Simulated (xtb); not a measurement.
xtb input file for VCl3, SMILES [Cl][V]([Cl])[Cl] (connectivity only; charge and spin as stated), neutral, multiplicity 3, GFN2-xTB. 

```
$ xtb mol.xyz --gfn 2 --sp --chrg 0 --uhf 2 --json
$ cat mol.xyz
4

V      0.00927636     0.12190558     0.00000000
Cl    -0.00457451     0.89115066     1.81850651
Cl    -0.00457451     0.89115063    -1.81850652
Cl    -0.00340134    -1.94723237     0.00000001
```

It prints:

```
[banner left out]
          |                Calculation Setup                |
           -------------------------------------------------



           -------------------------------------------------
          |                 G F N 2 - x T B                 |
           -------------------------------------------------

        Reference                      10.1021/acs.jctc.8b01176
      * Hamiltonian:
        H0-scaling (s, p, d)           1.850000    2.230000    2.230000
        zeta-weighting                 0.500000
      * Dispersion:
        s8                             2.700000
        a1                             0.520000
        a2                             5.000000
        s9                             5.000000
      * Repulsion:
        kExp                           1.500000    1.000000
        rExp                           1.000000
      * Coulomb:
        alpha                          2.000000
        third order                    shell-resolved
        anisotropic                    true
        a3                             3.000000
        a5                             4.000000
        cn-shift                       1.200000
        cn-exp                         4.000000
        max-rad                        5.000000


          ...................................................
          :                      SETUP                      :
          :.................................................:
          :  # basis functions                  40          :
          :  # atomic orbitals                  36          :
          :  # shells                           12          :
          :  # electrons                        26          :
          :  max. iterations                   250          :
          :  Hamiltonian                  GFN2-xTB          :
          :  restarted?                      false          :
          :  GBSA solvation                  false          :
          :  PC potential                    false          :
          :  electronic temp.          300.0000000     K    :
          :  accuracy                    1.0000000          :
          :  -> integral cutoff          0.2500000E+02      :
          :  -> integral neglect         0.1000000E-07      :
          :  -> SCF convergence          0.1000000E-05 Eh   :
          :  -> wf. convergence          0.1000000E-03 e    :
          :  Broyden damping             0.4000000          :
          :  net charge                          0          :
          :  unpaired electrons                  2          :
          ...................................................

 iter      E             dE          RMSdq      gap      omega  full diag
   1    -11.0867891 -0.110868E+02  0.356E+01    0.25       0.0  T
   2    -10.5742819  0.512507E+00  0.321E+01    0.01       1.0  T
   3    -15.1125990 -0.453832E+01  0.160E+01    0.08       1.0  T
   4    -15.2690571 -0.156458E+00  0.134E+01    0.14       1.0  T
   5    -15.5204705 -0.251413E+00  0.825E+00    0.21       1.0  T
   6    -15.6661621 -0.145692E+00  0.506E+00    0.28       1.0  T
   7    -15.7285030 -0.623409E-01  0.309E+00    0.33       1.0  T
   8    -15.7316795 -0.317646E-02  0.203E+00    0.41       1.0  T
   9    -15.7355832 -0.390369E-02  0.171E+00    0.40       1.0  T
  10    -15.7413221 -0.573892E-02  0.131E+00    0.35       1.0  T
  11    -15.7432180 -0.189596E-02  0.842E-01    0.35       1.0  T
  12    -15.7433943 -0.176275E-03  0.794E-01    0.36       1.0  T
  13    -15.7453079 -0.191356E-02  0.293E-01    0.38       1.0  T
  14    -15.7452514  0.564786E-04  0.179E-01    0.38       1.0  T
  15    -15.7452055  0.458674E-04  0.218E-01    0.39       1.0  T
  16    -15.7453252 -0.119703E-03  0.607E-02    0.38       1.0  T
  17    -15.7453239  0.129500E-05  0.415E-02    0.38       1.2  T
  18    -15.7453267 -0.277129E-05  0.201E-02    0.38       2.5  T
  19    -15.7453279 -0.114773E-05  0.596E-03    0.38       8.4  T
  20    -15.7453279 -0.315434E-07  0.307E-03    0.38      16.3  T
  21    -15.7453279 -0.382579E-08  0.316E-03    0.38      15.8  T
  22    -15.7453279 -0.176982E-07  0.458E-05    0.38    1091.7  T
  23    -15.7453279  0.229861E-11  0.705E-05    0.38     709.4  T

   *** convergence criteria satisfied after 23 iterations ***

         #    Occupation            Energy/Eh            Energy/eV
      -------------------------------------------------------------
         1        2.0000           -1.0990482             -29.9066
       ...           ...                  ...                  ...
         8        2.0000           -0.4706843             -12.8080
         9        2.0000           -0.4573163             -12.4442
        10        2.0000           -0.4559773             -12.4078
        11        2.0000           -0.4545509             -12.3690
        12        2.0000           -0.4451379             -12.1128
        13        1.0000           -0.3960887             -10.7781
        14        0.9994           -0.3676784             -10.0050 (HOMO)
        15        0.0006           -0.3536297              -9.6228 (LUMO)
        16                         -0.3055270              -8.3138
        17                         -0.2841843              -7.7330
        18                         -0.0034014              -0.0926
        19                         -0.0029506              -0.0803
       ...                                ...                  ...
        36                          1.0000122              27.2117
      -------------------------------------------------------------
                  HL-Gap            0.0140487 Eh            0.3823 eV
             Fermi-level           -0.3906336 Eh          -10.6297 eV

 transition dipole moment (au) for excitation:          13          14
     X       Y       Z
  -0.0077   0.0057  -0.0000  total (au/Debye):    0.010   0.024
 dE (eV)             :    0.773
 oscillator strength :  0.24497E-05

 SCC (total)                   0 d,  0 h,  0 min,  0.007 sec
 SCC setup                      ...        0 min,  0.000 sec (  0.859%)
 Dispersion                     ...        0 min,  0.000 sec (  0.290%)
 classical contributions        ...        0 min,  0.000 sec (  0.163%)
 integral evaluation            ...        0 min,  0.001 sec ( 11.199%)
 iterations                     ...        0 min,  0.004 sec ( 53.415%)
 molecular gradient             ...        0 min,  0.001 sec ( 16.915%)
 printout                       ...        0 min,  0.001 sec ( 17.070%)

         :::::::::::::::::::::::::::::::::::::::::::::::::::::
         ::                     SUMMARY                     ::
         :::::::::::::::::::::::::::::::::::::::::::::::::::::
         :: total energy             -15.715564630645 Eh    ::
         :: gradient norm              0.000319734239 Eh/a0 ::
         :: HOMO-LUMO gap              0.382285706316 eV    ::
         ::.................................................::
         :: SCC energy               -15.745326928650 Eh    ::
         :: -> isotropic ES            0.007710706449 Eh    ::
         :: -> anisotropic ES          0.000107481333 Eh    ::
         :: -> anisotropic XC         -0.001741915238 Eh    ::
         :: -> dispersion             -0.003990790607 Eh    ::
         :: repulsion energy           0.029762298005 Eh    ::
         :: add. restraining           0.000000000000 Eh    ::
         :: total charge               0.000000000000 e     ::
         :::::::::::::::::::::::::::::::::::::::::::::::::::::

           -------------------------------------------------
          |                Property Printout                |
           -------------------------------------------------

    * Orbital Energies and Occupations

         #    Occupation            Energy/Eh            Energy/eV
      -------------------------------------------------------------
         1        2.0000           -1.0990482             -29.9066
         2        2.0000           -1.0909323             -29.6858
         3        2.0000           -1.0824698             -29.4555
         4        2.0000           -0.5069073             -13.7937
         5        2.0000           -0.4752493             -12.9322
         6        2.0000           -0.4746859             -12.9169
         7        2.0000           -0.4740594             -12.8998
         8        2.0000           -0.4706843             -12.8080
         9        2.0000           -0.4573163             -12.4442
        10        2.0000           -0.4559773             -12.4078
        11        2.0000           -0.4545509             -12.3690
        12        2.0000           -0.4451379             -12.1128
        13        1.0000           -0.3960887             -10.7781
        14        0.9994           -0.3676784             -10.0050 (HOMO)
        15        0.0006           -0.3536297              -9.6228 (LUMO)
        16                         -0.3055270              -8.3138
        17                         -0.2841843              -7.7330
        18                         -0.0034014              -0.0926
        19                         -0.0029506              -0.0803
        20                         -0.0029494              -0.0803
        21                         -0.0027795              -0.0756
        22                         -0.0021387              -0.0582
        23                         -0.0013050              -0.0355
        24                         -0.0000381              -0.0010
        25                          0.0039934               0.1087
       ...                                ...                  ...
        36                          1.0000122              27.2117
      -------------------------------------------------------------
                  HL-Gap            0.0140487 Eh            0.3823 eV
             Fermi-level           -0.3906336 Eh          -10.6297 eV

     #   Z          covCN         q      C6AA      α(0)
     1  23 V        2.317     0.290   204.440    32.572
     2  17 Cl       0.774    -0.092   101.853    15.438
     3  17 Cl       0.774    -0.092   101.853    15.438
     4  17 Cl       0.775    -0.106   102.308    15.473

 Mol. C6AA /au·bohr⁶  :       1944.348841
 Mol. C8AA /au·bohr⁸  :     116836.769202
 Mol. α(0) /au        :         78.920754


Wiberg/Mayer (AO) data.
largest (>0.10) Wiberg bond orders for each atom

 ---------------------------------------------------------------------------
     #   Z sym  total        # sym  WBO       # sym  WBO       # sym  WBO
 ---------------------------------------------------------------------------
     1  23 V    4.311 --     3 Cl   1.453     2 Cl   1.453     4 Cl   1.405
     2  17 Cl   1.592 --     1 V    1.453
     3  17 Cl   1.592 --     1 V    1.453
     4  17 Cl   1.543 --     1 V    1.405
 ---------------------------------------------------------------------------

Topologies differ in total number of bonds
Writing topology from bond orders to xtbtopo.mol

molecular dipole:
                 x           y           z       tot (Debye)
 q only:        0.007       0.149      -0.000
   full:        0.014       0.401      -0.000       1.019
molecular quadrupole (traceless):
                xx          xy          yy          xz          yz          zz
 q only:        2.059       0.002      -0.862       0.000      -0.000      -1.198
  q+dip:        0.616       0.002      -1.832       0.000      -0.000       1.216
   full:        1.393       0.013      -2.462       0.000       0.000       1.069


           -------------------------------------------------
          | TOTAL ENERGY              -15.715564630645 Eh   |
          | GRADIENT NORM               0.000319734239 Eh/α |
          | HOMO-LUMO GAP               0.382285706316 eV   |
           -------------------------------------------------
Note: The following floating-point exceptions are signalling: IEEE_UNDERFLOW_FLAG IEEE_DENORMAL
normal termination of xtb

------------------------------------------------------------------------
------------------------------------------------------------------------
 total:
 SCF:
```

Self-consistency was reached.
